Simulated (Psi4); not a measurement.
yttrium atom (Y), doublet (core potentials on Y); B3LYP5/def2-SVPD run with Psi4.

Psi4 was given this input:
```
memory 2 GB

molecule {
0 2
  Y     0.00000000    0.00000000    0.00000000
}

set basis def2-svpd
set reference uks
set scf_type pk
set puream true
set d_convergence 1e-8
set dft_radial_points 99
set dft_spherical_points 590

energy('b3lyp5')
print_variables()
```

What the program printed (banner, timings and long lists left out):

```
   => Loading Basis Set <=

    Name: DEF2-SVPD
    Role: ORBITAL
    Keyword: BASIS

    !!!  WARNING: ECP capability is in beta. Please check occupations closely.  !!!

         ---------------------------------------------------------
                                   SCF
               by Justin Turney, Rob Parrish, Andy Simmonett
                          and Daniel G. A. Smith
                              UKS Reference
         ---------------------------------------------------------

  ==> Geometry <==

    Molecular point group: d2h
    Geometry (in Angstrom), charge = 0, multiplicity = 2:

       Center              X                  Y                   Z               Mass
    ------------   -----------------  -----------------  -----------------  -----------------
         Y            0.000000000000     0.000000000000     0.000000000000    88.905840300000

  Running in d2h symmetry.

  Rotational constants: A = ************  B = ************  C = ************ [cm^-1]
  Rotational constants: A = ************  B = ************  C = ************ [MHz]
  Nuclear repulsion =    0.000000000000000

  Charge       = 0
  Multiplicity = 2
  Electrons    = 11
  Nalpha       = 6
  Nbeta        = 5

  ==> Algorithm <==

  SCF Algorithm Type is PK.
  DIIS enabled.
  MOM disabled.
  Fractional occupation disabled.
  Guess Type is CORE.
  Energy threshold   = 1.00e-06
  Density threshold  = 1.00e-08
  Integral threshold = 1.00e-12

  ==> Primary Basis <==

  Basis Set: DEF2-SVPD
    Blend: DEF2-SVPD
    Number of shells: 12
    Number of basis functions: 34
    Number of Cartesian functions: 39
    Spherical Harmonics?: true
    Max angular momentum: 3

  Core potential: DEF2-SVPD
    Number of shells: 4
    Number of ECP primitives: 14
    Number of ECP core electrons: 28
    Max angular momentum: 3

  ==> DFT Potential <==

   => LibXC <=

    Version 7.1.2
    S. Lehtola, C. Steigemann, M. J. T. Oliveira, and M. A. L. Marques,  SoftwareX 7, 1–5 (2018) (10.1016/j.softx.2017.11.002)

   => Composite Functional: B3LYP5 <=

    B3LYP5 Hyb-GGA Exchange-Correlation Functional

    P. J. Stephens, F. J. Devlin, C. F. Chabalowski, and M. J. Frisch,  J. Phys. Chem. 98, 11623 (1994) (10.1021/j100096a001)

    Deriv               =              1
    GGA                 =           TRUE
    Meta                =          FALSE

    Exchange Hybrid     =           TRUE
    MP2 Hybrid          =          FALSE

   => Exchange Functionals <=

    0.0800   Slater exchange
    0.7200         Becke 88

   => Exact (HF) Exchange <=

    0.2000               HF

   => Correlation Functionals <=

    0.1900   Vosko, Wilk & Nusair (VWN5)
    0.8100   Lee, Yang & Parr

   => LibXC Density Thresholds  <==

    XC_HYB_GGA_XC_B3LYP5:  1.00E-15

   => Molecular Quadrature <=

    Radial Scheme          =       TREUTLER
    Pruning Scheme         =           NONE
    Nuclear Scheme         =       TREUTLER

    Blocking Scheme        =         OCTREE
    BS radius alpha        =              1
    Pruning alpha          =              1
    Radial Points          =             99
    Spherical Points       =            590
    Total Points           =          53100
    Total Blocks           =            525
    Max Points             =            254
    Max Functions          =             34
    Weights Tolerance      =       1.00E-15

  ==> Integral Setup <==

  Using in-core PK algorithm.
   Calculation information:
      Number of atoms:                   1
      Number of AO shells:              12
      Number of primitives:             20
      Number of atomic orbitals:        39
      Number of basis functions:        34

      Integral cutoff                 1.00e-12
      Number of threads:                 1

  Performing in-core PK
  Using 354620 doubles for integral storage.
  We computed 3081 shell quartets total.
  Whereas there are 3081 unique shell quartets.

  ==> DiskJK: Disk-Based J/K Matrices <==

    J tasked:                  Yes
    K tasked:                  Yes
    wK tasked:                  No
    Schwarz Cutoff:          1E-12

  Minimum eigenvalue in the overlap matrix is 2.2196052627E-02.
  Reciprocal condition number of the overlap matrix is 7.1546822511E-03.
    Using symmetric orthogonalization.

  ==> Pre-Iterations <==

  SCF Guess: Core (One-Electron) Hamiltonian.

   -------------------------------------------------------
    Irrep   Nso     Nmo     Nalpha   Nbeta   Ndocc  Nsocc
   -------------------------------------------------------
     Ag         9       9       2       2       2       0
     B1g        2       2       1       0       0       1
     B2g        2       2       0       0       0       0
     B3g        2       2       0       0       0       0
     Au         1       1       0       0       0       0
     B1u        6       6       1       1       1       0
     B2u        6       6       1       1       1       0
     B3u        6       6       1       1       1       0
   -------------------------------------------------------
    Total      34      34       6       5       5       1
   -------------------------------------------------------

  ==> Iterations <==

                        Total Energy        Delta E     RMS |[F,P]|

    Occupation by irrep:
             Ag   B1g   B2g   B3g    Au   B1u   B2u   B3u
    DOCC [     2,    0,    0,    0,    0,    1,    1,    1 ]
    SOCC [     0,    0,    0,    0,    0,    0,    0,    1 ]
    NA   [     2,    0,    0,    0,    0,    1,    1,    2 ]
    NB   [     2,    0,    0,    0,    0,    1,    1,    1 ]

   @UKS iter   1:   -36.65925295653933   -3.66593e+01   9.50461e-02 ADIIS/DIIS
    Occupation by irrep:
             Ag   B1g   B2g   B3g    Au   B1u   B2u   B3u
    DOCC [     2,    0,    0,    0,    0,    1,    1,    1 ]
    SOCC [     0,    1,    0,    0,    0,    0,    0,    0 ]
    NA   [     2,    1,    0,    0,    0,    1,    1,    1 ]
    NB   [     2,    0,    0,    0,    0,    1,    1,    1 ]

   @UKS iter   2:   -37.28717189289508   -6.27919e-01   7.72852e-02 ADIIS/DIIS
   @UKS iter   3:   -38.16921214808045   -8.82040e-01   8.79603e-03 ADIIS/DIIS
   @UKS iter   4:   -38.18878916980608   -1.95770e-02   1.87754e-03 ADIIS/DIIS
   @UKS iter   5:   -38.18935386072100   -5.64691e-04   4.47797e-04 ADIIS/DIIS
   @UKS iter   6:   -38.18945466940315   -1.00809e-04   1.06260e-04 ADIIS/DIIS
   @UKS iter   7:   -38.18948250486617   -2.78355e-05   7.12273e-05 DIIS
   @UKS iter   8:   -38.18949718792057   -1.46831e-05   2.58813e-05 DIIS
   @UKS iter   9:   -38.18949996455336   -2.77663e-06   1.95468e-06 DIIS
   @UKS iter  10:   -38.18949996781689   -3.26353e-09   4.44178e-07 DIIS
   @UKS iter  11:   -38.18949996832617   -5.09282e-10   1.61435e-07 DIIS
   @UKS iter  12:   -38.18949996840854   -8.23661e-11   1.31829e-08 DIIS
   @UKS iter  13:   -38.18949996840875   -2.06057e-13   1.50347e-09 DIIS
  Energy and wave function converged.

  ==> Post-Iterations <==

   Electrons on quadrature grid:
      Nalpha   =    6.0000000000 ; deviation = 4.174e-14
      Nbeta    =    5.0000000000 ; deviation = 4.707e-14
      Ntotal   =   11.0000000000 ; deviation = 8.882e-14

   @Spin Contamination Metric:   5.822838895E-02
   @S^2 Expected:                7.500000000E-01
   @S^2 Observed:                8.082283889E-01
   @S   Expected:                5.000000000E-01
   @S   Observed:                5.000000000E-01

    Orbital Energies [Eh]
    ---------------------

    Alpha Occupied:

[...]
    Alpha Virtual:

[...]
       9Ag    29.596255

    Beta Occupied:

[...]
    Beta Virtual:

[...]
    Final Occupation by Irrep:
             Ag   B1g   B2g   B3g    Au   B1u   B2u   B3u
    DOCC [     2,    0,    0,    0,    0,    1,    1,    1 ]
    SOCC [     0,    1,    0,    0,    0,    0,    0,    0 ]
    NA   [     2,    1,    0,    0,    0,    1,    1,    1 ]
    NB   [     2,    0,    0,    0,    0,    1,    1,    1 ]

  @UKS Final Energy:   -38.18949996840875

   => Energetics <=

    Nuclear Repulsion Energy =              0.0000000000000000
    One-Electron Energy =                 -62.8028608688582892
    Two-Electron Energy =                  28.6271807710900816
    DFT Exchange-Correlation Energy =      -4.0138198706405399
    Empirical Dispersion Energy =           0.0000000000000000
    VV10 Nonlocal Energy =                  0.0000000000000000
    Total Energy =                        -38.1894999684087466

  UHF NO Occupations:
  HONO-2 :    1B2u 1.9999126
  HONO-1 :    2 Ag 1.9706573
  HONO-0 :    1B1g 1.0000000
  LUNO+0 :    3 Ag 0.0293427
  LUNO+1 :    2B2u 0.0000874
  LUNO+2 :    2B3u 0.0000874
  LUNO+3 :    2B1u 0.0000206

Computation Completed

Properties will be evaluated at   0.000000,   0.000000,   0.000000 [a0]

Properties computed using the SCF density matrix

 Multipole Moments:

 ------------------------------------------------------------------------------------
     Multipole            Electronic (a.u.)      Nuclear  (a.u.)        Total (a.u.)
 ------------------------------------------------------------------------------------

 L = 1.  Multiply by 2.5417464519 to convert [e a0] to [Debye]
 Dipole X            :          0.0000000            0.0000000            0.0000000
 Dipole Y            :          0.0000000            0.0000000            0.0000000
 Dipole Z            :          0.0000000            0.0000000            0.0000000
 Magnitude           :                                                    0.0000000

 ------------------------------------------------------------------------------------

  Variable Map:
  ----------------------------------------------------------------------------
[...]
  Array Variable Map:
  ----------------------------------------------------------------------------
[...]
[...]
```
